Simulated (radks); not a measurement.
The numbers below are computed, except where a source is named.
All-electron atom: the thulium ion Tm52+ in [Ne] 3s2 3p5.

Level of theory: scalar-relativistic Kohn-Sham, LDA (Slater exchange, Perdew-Zunger correlation), spin-unpolarised, spherical densities, finite nucleus; Fermi nuclear charge, rms radius 5.2256 fm (a radial shooting solver on a logarithmic mesh with Libxc functionals).

Energy parts (hartree):
total: -10870.5037
kinetic: 12013.1137
electron-nucleus: -23999.7403
Hartree: 1263.8022
exchange-correlation: -147.6793

Orbitals (lengths in bohr, moments of r in powers of bohr):
orbital  occ.  eigenvalue (hartree)       <r^4>  <1/r>
1s          2             -2311.433   8.090e-07  79.01
2s          2             -498.0874   0.0001188  18.59
2p          6             -456.1948  0.00008943  17.11
3s          2             -194.5730    0.003346  7.456
3p          5             -181.9999    0.003272  7.011

The highest occupied level is 3p at -4952.5 eV. The density falls to 0.001 e/bohr^3 at r = 0.62 bohr. For comparison, the ionisation energy in NIST's Atomic Spectra Database is 4922 eV (theoretical). In exact Kohn-Sham theory the highest level is minus the ionisation energy, but local and semilocal functionals leave it too shallow, through self-interaction and a potential that decays too fast; potentials with the right tail come closer. The electron density at the nucleus is 9.986e+05 e/bohr^3 (large components only). Summed over all electrons, <r^2> = 0.3863 bohr^2, which gives a Langevin (diamagnetic) susceptibility term of -0.306 x 10^-6 cm^3/mol.

Beside tabulated values, note that spin-unpolarised runs miss the spin-polarisation part of the exchange energy of open shells.
